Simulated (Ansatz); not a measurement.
Nudged elastic band run: ClH$_{5}$O$_{2}$Si

input.yaml

```yaml
crystal:
  periodic: [false, false, false]
  atoms:
    - { symbol: Si, position_ang: [-0.253276, -0.399662, -0.160153] }
    - { symbol: O, position_ang: [-0.526521, 0.602965, 1.141112] }
    - { symbol: H, position_ang: [-1.295932, 0.490651, 1.678361] }
    - { symbol: O, position_ang: [1.173873, 0.040638, -0.814272] }
    - { symbol: H, position_ang: [1.937482, 0.196395, -0.277894] }
    - { symbol: H, position_ang: [-1.295301, -0.228523, -1.183911] }
    - { symbol: H, position_ang: [-0.248036, -1.795373, 0.325065] }
    - { symbol: Cl, position_ang: [2.461289, 1.434009, 2.161355] }
    - { symbol: H, position_ang: [1.197823, 1.3684, 1.955836] }
basis:
  gaussian: { orbitals: def2-SVP }
hamiltonian:
  xc: hf
neb:
  order_check: false
  images: 7
  f_tol: 0.03
  max_iterations: 60
  final_atoms:
    - { symbol: Si, position_ang: [-0.05223807, 0.06574163, -0.85069331] }
    - { symbol: O, position_ang: [0.8987311, 0.21744333, 2.5013187] }
    - { symbol: H, position_ang: [0.35423068, 0.00021573, 3.24367921] }
    - { symbol: O, position_ang: [1.20729556, -0.69887706, -0.16608908] }
    - { symbol: H, position_ang: [1.29383762, -0.64317625, 0.78119795] }
    - { symbol: H, position_ang: [0.0849958, -0.00610956, -2.30879912] }
    - { symbol: H, position_ang: [-1.35402636, -0.45650011, -0.40316465] }
    - { symbol: Cl, position_ang: [-0.05470102, 2.08786627, -0.31189692] }
    - { symbol: H, position_ang: [0.77327567, 1.14289602, 2.33994622] }
  initial_path:
    images:
      - { positions_ang: [[-0.253276, -0.399662, -0.160153], [-0.526521, 0.602965, 1.141112], [-1.295932, 0.490651, 1.678361], [1.173873, 0.040638, -0.814272], [1.937482, 0.196395, -0.277894], [-1.295301, -0.228523, -1.183911], [-0.248036, -1.795373, 0.325065], [2.461289, 1.434009, 2.161355], [1.197823, 1.3684, 1.955836]] }
      - { positions_ang: [[-0.16849424, -0.32993751, -0.11830534], [-0.44731267, 0.52356904, 1.34936252], [-1.2600664, 0.37594364, 1.81695336], [1.31396993, -0.00781148, -0.68963881], [1.97415657, -0.12576628, -0.25584332], [-1.10861974, 0.05691229, -1.08878409], [-0.31067566, -1.70111439, 0.16518767], [2.14459888, 1.56977477, 1.75387317], [1.01384433, 1.34792994, 1.89269384]] }
      - { positions_ang: [[-0.08371247, -0.26021303, -0.07645768], [-0.36810435, 0.44417308, 1.55761304], [-1.2242008, 0.26123628, 1.95554572], [1.45406686, -0.05626096, -0.56500563], [2.01083115, -0.44792757, -0.23379264], [-0.92193849, 0.34234757, -0.99365718], [-0.37331532, -1.60685579, 0.00531034], [1.82790876, 1.70554054, 1.34639134], [0.82986567, 1.32745987, 1.82955169]] }
      - { positions_ang: [[0.00106929, -0.19048854, -0.03461002], [-0.28889602, 0.36477712, 1.76586356], [-1.1883352, 0.14652891, 2.09413808], [1.59416379, -0.10471043, -0.44037244], [2.04750572, -0.77008885, -0.21174196], [-0.73525723, 0.62778286, -0.89853027], [-0.43595498, -1.51259718, -0.15456699], [1.51121864, 1.84130631, 0.93890952], [0.645887, 1.30698981, 1.76640953]] }
      - { positions_ang: [[0.08585105, -0.12076406, 0.00723764], [-0.2096877, 0.28538116, 1.97411408], [-1.15246961, 0.03182155, 2.23273044], [1.73426072, -0.15315991, -0.31573926], [2.0841803, -1.09225014, -0.18969128], [-0.54857597, 0.91321815, -0.80340337], [-0.49859465, -1.41833858, -0.31444432], [1.19452853, 1.97707208, 0.53142769], [0.46190833, 1.28651974, 1.70326738]] }
      - { positions_ang: [[0.05132877, -0.07413763, -0.2072451], [0.067417, 0.2683967, 2.10591523], [-0.77579453, 0.0239201, 2.48546763], [1.60251943, -0.2895892, -0.27832671], [1.88659463, -0.97998167, 0.05303103], [-0.39018303, 0.68338622, -1.1797523], [-0.71245257, -1.17787896, -0.3366244], [0.88222114, 2.00477063, 0.32059653], [0.53975017, 1.25061381, 1.86243709]] }
      - { positions_ang: [[0.01680649, -0.02751121, -0.42172783], [0.3445217, 0.25141224, 2.23771639], [-0.39911946, 0.01601864, 2.73820483], [1.47077814, -0.42601848, -0.24091417], [1.68900896, -0.86771319, 0.29575334], [-0.23179008, 0.45355429, -1.55610124], [-0.9263105, -0.93741934, -0.35880448], [0.56991375, 2.03246918, 0.10976538], [0.617592, 1.21470788, 2.0216068]] }
      - { positions_ang: [[-0.01771579, 0.01911521, -0.63621057], [0.6216264, 0.23442778, 2.36951754], [-0.02244439, 0.00811718, 2.99094202], [1.33903685, -0.56244777, -0.20350162], [1.49142329, -0.75544472, 0.53847564], [-0.07339714, 0.22372236, -1.93245018], [-1.14016843, -0.69695972, -0.38098456], [0.25760637, 2.06016772, -0.10106577], [0.69543384, 1.17880195, 2.18077651]] }
      - { positions_ang: [[-0.05223807, 0.06574163, -0.85069331], [0.8987311, 0.21744333, 2.5013187], [0.35423068, 0.00021573, 3.24367921], [1.20729556, -0.69887706, -0.16608908], [1.29383762, -0.64317625, 0.78119795], [0.0849958, -0.00610956, -2.30879912], [-1.35402636, -0.45650011, -0.40316465], [-0.05470102, 2.08786627, -0.31189692], [0.77327567, 1.14289602, 2.33994622]] }
```

Launched with:

```bash
$ ansatz run input.yaml --threads 1 --pin off --max-ram 2048MiB --backend cpu --events-out ev --progress --plain --runs-dir out
```

Output, in part (warnings, iteration lines, the closing report on the highest movable image, with atoms numbered from 0):

```
NEB end point (image 0): max|allowed force component| = 5.969e-3 eV/Å (the criterion of neb.relax_end_points is 1.000e-2)
NEB end point (image 8): max|allowed force component| = 2.148e-2 eV/Å (the criterion of neb.relax_end_points is 1.000e-2)
NEB iter   1: max|band force component| = 2.130e1 eV/Å  barrier→ = 5.7922 eV  barrier← = 5.9644 eV  Δτ_max = 0.2000 Å  (243 SCF iters)
NEB iter   2: max|band force component| = 3.801e0 eV/Å  barrier→ = 2.2829 eV  barrier← = 2.4551 eV  Δτ_max = 0.2000 Å  (194 SCF iters)
NEB iter   3: max|band force component| = 1.584e0 eV/Å  barrier→ = 1.8623 eV  barrier← = 2.0345 eV  Δτ_max = 0.2000 Å  (184 SCF iters)
NEB iter   4: max|band force component| = 8.109e0 eV/Å  barrier→ = 1.8658 eV  barrier← = 2.0379 eV  Δτ_max = 0.1003 Å  (191 SCF iters)
NEB iter   5: max|band force component| = 1.755e0 eV/Å  barrier→ = 1.7020 eV  barrier← = 1.8741 eV  Δτ_max = 0.2000 Å  (176 SCF iters)
NEB iter   6: max|band force component| = 1.041e0 eV/Å  barrier→ = 1.5392 eV  barrier← = 1.7114 eV  Δτ_max = 0.1973 Å  (171 SCF iters)
NEB iter   7: max|band force component| = 1.349e0 eV/Å  barrier→ = 1.4331 eV  barrier← = 1.6053 eV  Δτ_max = 0.0995 Å  (162 SCF iters)
NEB iter   8: max|band force component| = 7.210e-1 eV/Å  barrier→ = 1.3116 eV  barrier← = 1.4838 eV  Δτ_max = 0.1012 Å  (157 SCF iters)
NEB iter   9: max|band force component| = 8.747e-1 eV/Å  barrier→ = 1.2776 eV  barrier← = 1.4498 eV  Δτ_max = 0.0500 Å  (159 SCF iters)
NEB iter  10: max|band force component| = 8.499e-1 eV/Å  barrier→ = 1.2838 eV  barrier← = 1.4560 eV  Δτ_max = 0.0500 Å  (153 SCF iters)
NEB iter  11: max|band force component| = 7.673e-1 eV/Å  barrier→ = 1.2906 eV  barrier← = 1.4628 eV  Δτ_max = 0.0504 Å  (155 SCF iters)
NEB iter  12: max|band force component| = 4.460e-1 eV/Å  barrier→ = 1.2592 eV  barrier← = 1.4314 eV  CI = image 5  Δτ_max = 0.1002 Å  (156 SCF iters)
NEB iter  13: max|band force component| = 1.675e0 eV/Å  barrier→ = 1.3890 eV  barrier← = 1.5612 eV  CI = image 5  Δτ_max = 0.0505 Å  (162 SCF iters)
NEB iter  14: max|band force component| = 4.972e-1 eV/Å  barrier→ = 1.4430 eV  barrier← = 1.6152 eV  CI = image 5  Δτ_max = 0.1022 Å  (156 SCF iters)
NEB iter  15: max|band force component| = 1.458e0 eV/Å  barrier→ = 1.5129 eV  barrier← = 1.6851 eV  CI = image 5  Δτ_max = 0.0505 Å  (160 SCF iters)
NEB iter  16: max|band force component| = 1.380e0 eV/Å  barrier→ = 1.5167 eV  barrier← = 1.6888 eV  CI = image 5  Δτ_max = 0.1015 Å  (158 SCF iters)
NEB iter  17: max|band force component| = 7.447e-1 eV/Å  barrier→ = 1.4844 eV  barrier← = 1.6566 eV  CI = image 5  Δτ_max = 0.2000 Å  (156 SCF iters)
NEB iter  18: max|band force component| = 5.895e-1 eV/Å  barrier→ = 1.5200 eV  barrier← = 1.6921 eV  CI = image 5  Δτ_max = 0.2000 Å  (162 SCF iters)
NEB iter  19: max|band force component| = 8.601e-1 eV/Å  barrier→ = 1.5599 eV  barrier← = 1.7321 eV  CI = image 5  Δτ_max = 0.1035 Å  (163 SCF iters)
NEB iter  20: max|band force component| = 7.258e-1 eV/Å  barrier→ = 1.5411 eV  barrier← = 1.7133 eV  CI = image 5  Δτ_max = 0.0612 Å  (155 SCF iters)
NEB iter  21: max|band force component| = 5.921e-1 eV/Å  barrier→ = 1.5271 eV  barrier← = 1.6993 eV  CI = image 5  Δτ_max = 0.0680 Å  (158 SCF iters)
NEB iter  22: max|band force component| = 2.103e-1 eV/Å  barrier→ = 1.5089 eV  barrier← = 1.6811 eV  CI = image 5  Δτ_max = 0.0364 Å  (158 SCF iters)
NEB iter  23: max|band force component| = 3.308e-1 eV/Å  barrier→ = 1.5078 eV  barrier← = 1.6800 eV  CI = image 5  Δτ_max = 0.0182 Å  (158 SCF iters)
NEB iter  24: max|band force component| = 2.773e-1 eV/Å  barrier→ = 1.5081 eV  barrier← = 1.6803 eV  CI = image 5  Δτ_max = 0.0363 Å  (157 SCF iters)
NEB iter  25: max|band force component| = 1.455e-1 eV/Å  barrier→ = 1.5076 eV  barrier← = 1.6798 eV  CI = image 5  Δτ_max = 0.0362 Å  (159 SCF iters)
NEB iter  26: max|band force component| = 9.241e-2 eV/Å  barrier→ = 1.5072 eV  barrier← = 1.6794 eV  CI = image 5  Δτ_max = 0.0340 Å  (159 SCF iters)
NEB iter  27: max|band force component| = 7.896e-2 eV/Å  barrier→ = 1.5067 eV  barrier← = 1.6789 eV  CI = image 5  Δτ_max = 0.0213 Å  (157 SCF iters)
NEB iter  28: max|band force component| = 4.729e-2 eV/Å  barrier→ = 1.5065 eV  barrier← = 1.6786 eV  CI = image 5  Δτ_max = 0.0167 Å  (153 SCF iters)
NEB iter  29: max|band force component| = 4.637e-2 eV/Å  barrier→ = 1.5063 eV  barrier← = 1.6785 eV  CI = image 5  Δτ_max = 0.0118 Å  (147 SCF iters)
NEB iter  30: max|band force component| = 2.083e-2 eV/Å  barrier→ = 1.5062 eV  barrier← = 1.6784 eV  CI = image 5  Δτ_max = 0.0000 Å  (342 SCF iters)
Total energy: -24510.74094666 eV, -900.7531158129 hartree
Atom 0 at     0.202268    -0.051483    -0.018283 Å, force    -0.017874     0.009968     0.013751 eV/Å
Atom 1 at    -0.087108     0.358624     1.737300 Å, force     0.020605     0.010008    -0.008884 eV/Å
Atom 2 at    -0.850975     0.087429     2.234811 Å, force    -0.005327     0.001625    -0.005936 eV/Å
Atom 3 at     1.750662    -0.432342    -0.334436 Å, force     0.011380    -0.005407     0.003190 eV/Å
Atom 4 at     1.980308    -1.348760    -0.324136 Å, force     0.001995     0.000013    -0.001316 eV/Å
Atom 5 at    -0.613339     0.711337    -0.948162 Å, force    -0.003527    -0.000078     0.000434 eV/Å
Atom 6 at    -0.481352    -1.368724     0.134279 Å, force    -0.000604    -0.002178    -0.000376 eV/Å
Atom 7 at     1.043801     2.435269     0.537639 Å, force    -0.000293     0.001128     0.000092 eV/Å
Atom 8 at     0.207135     1.318151     1.806487 Å, force    -0.006355    -0.015080    -0.000955 eV/Å
Dipole moment:    -0.784880    -1.167884     0.530087 e Å
```

The run converged. Neighbouring images differ by up to 1.3 eV, so the band resolves the path poorly. A vibrational analysis at the climbing image gives one clearly imaginary mode, 228i cm⁻¹: a first-order saddle point. The orbitals stay closed-shell, which can raise the energy where a bond breaks towards radicals; this wasn't checked here.

Final band (atoms are numbered from 1 in the order of the input):

| image | path coordinate (Å) | energy (eV) | Si1–O2 (Å) | Cl8–H9 (Å) | Si1–Cl8 (Å) |
| --- | --- | --- | --- | --- | --- |
| 0 | 0.00 | 0.00 | 1.67 | 1.28 | 4.02 |
| 1 | 1.09 | 0.02 | 1.66 | 1.28 | 4.23 |
| 2 | 2.18 | 0.04 | 1.66 | 1.28 | 4.49 |
| 3 | 3.26 | 0.06 | 1.66 | 1.28 | 4.30 |
| 4 | 4.35 | 0.22 | 1.67 | 1.29 | 3.45 |
| 5 | 5.44 | 1.51 | 1.83 | 1.89 | 2.68 |
| 6 | 6.99 | 0.55 | 2.93 | 2.27 | 2.11 |
| 7 | 8.54 | -0.05 | 3.18 | 2.67 | 2.09 |
| 8 | 10.08 | -0.17 | 3.49 | 2.93 | 2.09 |

Run time: 5.2 min on 1 thread of AMD EPYC 7R43 64-Core Processor (Zen 3), on a shared host, peak memory 0.2 GiB.
